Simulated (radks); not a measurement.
Results of a calculation; reference values are marked as such.
How relativity changes the ionisation of neutral cobalt ([Ar] 3d7 4s2) to Co+ ([Ar] 3d8). Spin-unpolarised spherical Kohn-Sham, PBE, point nucleus unless stated (finite: rms radius 3.7875 fm), a radial shooting solver on a logarithmic mesh with Libxc functionals. A level marked "c x" has the speed of light scaled by that factor and shares open shells by 2j + 1; other Dirac levels either fill j = l - 1/2 first or share by 2j + 1.

| level | E(Co) (hartree) | E(Co+) (hartree) | IE (eV) | HOMO | <r> HOMO (bohr) |
|---|---|---|---|---|---|
| non-rel. | -1382.39431 | -1382.17572 | 5.948 | 4s | 2.933 |
| scalar-rel. | -1393.14598 | -1392.90816 | 6.471 | 4s | 2.894 |
| scalar-rel., finite nucleus | -1393.14094 | -1392.90312 | 6.471 | 4s | 2.894 |
| Dirac, 2j+1 shares | -1393.17894 | -1392.94112 | 6.471 | 4s1/2 | 2.894 |
| Dirac, low j first | -1393.18741 | -1392.94631 | 6.561 | 4s1/2 | 2.894 |
| Dirac, 2j+1 shares, finite nucleus | -1393.17389 | -1392.93608 | 6.471 | 4s1/2 | 2.894 |
| Dirac, c x 0.85 | -1397.43336 | -1397.18797 | 6.677 | 4s1/2 | 2.879 |
| Dirac, c x 1.5 | -1387.13656 | -1386.90950 | 6.179 | 4s1/2 | 2.915 |
| Dirac, c x 10 | -1382.50014 | -1382.28135 | 5.953 | 4s1/2 | 2.932 |

NIST Atomic Spectra Database: 7.881 eV (measured). The relativistic part of the total energy of Co is -10.78 hartree (Dirac, 2j+1 shares, finite nucleus), 0.78 % of the non-relativistic value. Spin polarisation and multiplet splitting of open shells are left out at every level.

Beside tabulated values, note that spin-unpolarised runs miss the spin-polarisation part of the exchange energy of open shells.
